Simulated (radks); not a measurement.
Q: Spherical quantum dot in the effective-mass picture: electrons in a hard-walled sphere of radius 3.76, all in effective atomic units (hartree* = m*/eps^2 hartree, bohr* = eps/m* bohr), one dielectric constant everywhere. Calculated with a radial shooting solver with Libxc functionals: non-relativistic Kohn-Sham, PBE, spin-polarised, spherical densities. Levels are named by radial order and angular momentum (1s, 1p, 1d, 2s, ...), and open shells are averaged over m. Each electron was tried in the lowest free levels, single moves between levels near the top were tried too, and the lowest total energy was kept; such a search can miss a lower state. Give the order in which the levels fill up to N = 29, the shell closures and the spin along the way.

A: Shells are first occupied in the order 1s, 1p, 1d, 1f. Open shells at each N (closed shells left out): 1: 1s(up 1, down 0); 2: none; 3: 1p(up 1, down 0); 4: 1p(up 2, down 0); 5: 1p(up 3, down 0); 6: 1p(up 3, down 1); 7: 1p(up 3, down 2); 8: none; 9: 1d(up 1, down 0); 10: 1d(up 2, down 0); 11: 1d(up 3, down 0); 12: 1d(up 4, down 0); 13: 1d(up 5, down 0); 14: 1d(up 5, down 1); 15: 1d(up 5, down 2); 16: 1d(up 5, down 3); 17: 1d(up 5, down 4); 18: none; 19: 1f(up 1, down 0); 20: 1f(up 2, down 0); 21: 1f(up 3, down 0); 22: 1f(up 4, down 0); 23: 1f(up 5, down 0); 24: 1f(up 6, down 0); 25: 1f(up 7, down 0); 26: 1f(up 7, down 1); 27: 1f(up 7, down 2); 28: 1f(up 7, down 3); 29: 1f(up 7, down 4). All shells are closed at N = 2, 8, 18 (there: 1s2 1p6 1d10). Largest 2S: 7, at N = 25.
